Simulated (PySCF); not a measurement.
PySCF input:

```python
from pyscf import gto, scf, dft

mol = gto.M(
    atom='''
    Si    0.19318690   -0.37520981   -0.41561248
    Cl   -0.56998252   -1.07967489    1.38253685
    Cl   -0.64060716    1.45362683   -0.93732469
    N     1.86428343   -0.10843935   -0.17517163
    H     2.42997622   -0.79185173    0.30517591
    H     2.39544778    0.44668157   -0.82900631
    ''',
    basis='def2-tzvpd',
    charge=0,
    spin=1,
    verbose=4,
)

mf = dft.UKS(mol, xc='m062x').density_fit(auxbasis='def2-universal-jkfit')
mf.grids.level = 4
mf.conv_tol = 1e-9
mf.max_cycle = 100
mf.max_memory = 1500
mf.kernel()
if not mf.converged:
    mf = mf.newton()
    mf.kernel(mf.make_rdm1())
for _ in range(2):
    mo, _, stable, _ = mf.stability(return_status=True)
    if stable:
        break
    mf.kernel(mf.make_rdm1(mo, mf.mo_occ))
mf.analyze()
```

**Question.** What final total energy does it print?

**Answer.** -1265.93458 Eh (M06-2X/def2-TZVPD).

It need not be the lowest isomer of its formula.
